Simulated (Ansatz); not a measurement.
`C[O][SnH2][Br]` + `C[NH][Zr]([NH]C)([NH]C)[NH]C` → `C[NH][Zr]([NH]C)([NH]C)[N](C)C` + `[OH][SnH2][Br]`  (substitution at a C–O bond)

Computed with Ansatz on PBE0-D4/def2-TZVP structures; ΔE is electronic, products minus reactants. CBS: MP2 limit from def2 TZ/QZ plus the TZ coupled-cluster correction, frozen cores. Functionals use def2-TZVPP. def2 core potentials past Kr. For Br, Sn, Zr outer-core shells are correlated without core-valence functions, which leaves a few kJ/mol of doubt a bond. Scalar relativity is left out up to krypton. Each species was taken in one conformer, which may not be the lowest.

`C[O][SnH2][Br]`:

Z-matrix (Å, degrees):
```
C
O 1 1.408
H 1 1.097 2 112.1
H 1 1.093 2 107.9 3 118.9
H 1 1.099 2 112.4 3 -122.2
Sn 2 1.951 1 120.3 3 62.7
Br 6 2.480 2 106.5 1 -58.1
H 6 1.694 2 105.4 1 -174.4
H 6 1.703 2 109.5 1 57.0
```

`C[NH][Zr]([NH]C)([NH]C)[NH]C`:

Cartesian coordinates in Å:
```
C -1.131 -2.821 0.136
N -0.245 -1.879 -0.512
Zr -0.124 0.166 -0.362
N -1.915 1.019 0.159
C -2.608 0.703 1.390
N 0.553 0.933 -2.133
C 1.625 1.836 -2.486
N 1.225 0.658 1.102
C 2.337 -0.072 1.668
H -1.775 -3.358 -0.573
H -1.798 -2.297 0.827
H -0.589 -3.572 0.726
H 0.366 -2.353 -1.166
H -2.426 1.695 -0.391
H -3.581 0.222 1.224
H -2.776 1.586 2.021
H -2.012 0.006 1.991
H 0.080 0.595 -2.966
H 2.138 2.166 -1.580
H 1.265 2.736 -3.002
H 2.379 1.366 -3.131
H 1.069 1.524 1.605
H 2.194 -0.307 2.731
H 2.461 -1.024 1.145
H 3.287 0.472 1.576
```

`C[NH][Zr]([NH]C)([NH]C)[N](C)C`:

```xyz
28

C     1.841   -0.382    2.702
N     1.107    0.460    1.783
Zr    0.125   -0.243    0.119
N    -1.379   -1.467    0.786
C    -2.156   -1.362    2.002
N     1.336   -1.352   -1.120
C     1.513   -1.280   -2.555
N    -0.673    1.325   -0.911
C    -2.012    1.741   -1.224
C     0.335    2.199   -1.460
H     2.919   -0.175    2.710
H     1.478   -0.300    3.735
H     1.726   -1.437    2.421
H     1.162    1.433    2.051
H    -1.596   -2.322    0.289
H    -3.234   -1.280    1.807
H    -2.008   -2.216    2.677
H    -1.862   -0.465    2.555
H     1.989   -2.014   -0.716
H     1.312   -2.238   -3.053
H     2.525   -0.966   -2.845
H     0.818   -0.550   -2.980
H    -2.229    2.747   -0.833
H    -2.734    1.047   -0.789
H    -2.186    1.774   -2.310
H     0.286    2.254   -2.559
H     1.345    1.845   -1.206
H     0.251    3.226   -1.074
```

`[OH][SnH2][Br]`:

Cartesian coordinates in Å:
```
O -0.621 1.291 -0.610
Sn 0.409 -0.281 -0.076
Br -0.213 -0.800 2.268
H -1.563 1.206 -0.443
H -0.040 -1.634 -1.006
H 2.027 0.217 -0.134
```

| species | r2SCAN-D4 energy (Eh) |
| --- | --- |
| `C[O][SnH2][Br]` | -2904.88400 |
| `C[NH][Zr]([NH]C)([NH]C)[NH]C` | -428.19921 |
| `C[NH][Zr]([NH]C)([NH]C)[N](C)C` | -467.49498 |
| `[OH][SnH2][Br]` | -2865.60133 |

Q: Work out ΔE.

A: ΔE = (-467.49498) + (-2865.60133) − (-2904.88400) − (-428.19921) = -0.01310 Eh = -0.36 eV. CCSD(T)/CBS gives -0.36 eV.

Largest T1 diagnostic among the species: 0.015.

In def2-TZVPP, CCSD(T) changes the Hartree–Fock value by −0.19 eV (the triples alone add −0.03 eV) and MP2 by −0.25 eV. The D4 term adds −0.06 eV with B3LYP and −0.04 eV with PBE0; it sums over pairs of atoms, weighted by their polarisabilities, and B3LYP, whose exchange is more repulsive, gets the larger term. Leaving LDA and LC-ωPBE aside and taking each functional with its dispersion term where it has one, the values, not all of them listed here, spread over 0.08 eV, from revPBE-D4 to BHLYP-D4. LDA lies −0.10 eV from PBE without D4.

B3LYP here is the variant with VWN-RPA as its local correlation; programs differ in this.
